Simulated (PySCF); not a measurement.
**Relaxation of singlet NbH5**

These are results of PBE0 in PySCF with Nb def2-TZVP with ECP28, H def2-TZVP; scalar-relativistic core potentials, no spin–orbit coupling; density-fitted integrals, not measurements. A (50,194) grid was used.

A hand-made trigonal bipyramidal start, of D3h symmetry, held to at least that symmetry:

```xyz
6
charge 0 multiplicity 1, angstrom
Nb    0.0000    0.0000    0.0000
H     0.0000    0.0000    1.7900
H     0.0000    0.0000   -1.7900
H     1.7900    0.0000    0.0000
H    -0.8950    1.5502    0.0000
H    -0.8950   -1.5502    0.0000
```

Optimiser trace:
| step | E − E(last) (kJ/mol) | largest gradient (Eh/bohr) |
| --- | --- | --- |
| 0 | 14.02 | 0.02029 |
| 1 | 3.72 | 0.00933 |
| 2 | 0.01 | 0.00067 |
| 3 | 0.00 | 0.00014 |
| 4 | 0.00 | 0.00006 |

It ends at D3h with Nb–H 1.730 Å (×3), Nb–H 1.871 Å (×2); H–Nb–H 90.0° (×6), H–Nb–H 120.0° (×3), H–Nb–H 180.0°. A frequency run shows 3 imaginary modes, down to 1359i cm⁻¹, so it is a higher-order saddle point. Other isomers or separated fragments may lie lower.

The relaxation took roughly 16 core-seconds on a shared host.
